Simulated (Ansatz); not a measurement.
`C[S][Al]([Cl])[Cl]` → `[CH2]` (triplet) + `[SH][Al]([Cl])[Cl]` at 500 K and 1 bar (formal loss of a carbene).

Computed with Ansatz on PBE0-D4/def2-TZVP structures; ΔE is electronic, products minus reactants. CBS: MP2 limit from def2 TZ/QZ plus the TZ coupled-cluster correction, frozen cores. This one scheme is used for every species. Triplets are unrestricted, without spin–orbit coupling. Each species was taken in one conformer, which may not be the lowest.

```tsv
species	CCSD(T)/CBS energy (Eh)	H − E (kJ/mol)	S (J/(mol·K))
`C[S][Al]([Cl])[Cl]`	-1599.39326	158.5	452.4
`[CH2]` (triplet)	-39.09499	62.7	213.9
`[SH][Al]([Cl])[Cl]`	-1560.13922	70.1	384.1
```

H − E and S are ideal-gas, rigid-rotor, harmonic terms from PBE0-D4/def2-TZVP, for one conformer and one mirror image of each species, with the whole ground term of open shells counted as degenerate. 1 Eh = 2625.50 kJ/mol, R = 8.31446 J/(mol·K).

Problem. By hand: ΔE, ΔH, ΔS and ΔG.

Solution. ΔE = (-39.09499) + (-1560.13922) − (-1599.39326) = 0.15905 Eh = 417.6 kJ/mol. Δ(H − E) = 62.7 + 70.1 − 158.5 = -25.7, so ΔH = 391.9 kJ/mol. ΔS = 213.9 + 384.1 − 452.4 = 145.6 J/(mol·K). ΔG = 391.9 − 500 × (145.6)/1000 = 319.1 kJ/mol.

Problem. By hand: the equilibrium constant, and the temperature at which ΔG would vanish if ΔH and ΔS stayed fixed.

Solution. log₁₀ K = −ΔG/(RT ln 10) = -33.3. ΔG = 0 at ΔH/ΔS = 2692 K, far beyond where these terms or the molecules hold.

The number of gas molecules changes by +1, which sets the sign of ΔS. A doubt of 5 kJ/mol in ΔE shifts log₁₀ K by 0.5 here. Other conformers and mirror images would add mixing entropy, several J/(mol·K) or more a flexible species. Modes under 60 cm⁻¹, often nearly free rotors, make the harmonic entropy too high. A triplet takes part, so the spin changes. These are equilibria of isolated gas molecules and say nothing of rates. Largest T1 diagnostic: 0.011 (customary marks: 0.02 for closed shells, 0.045 for open ones).
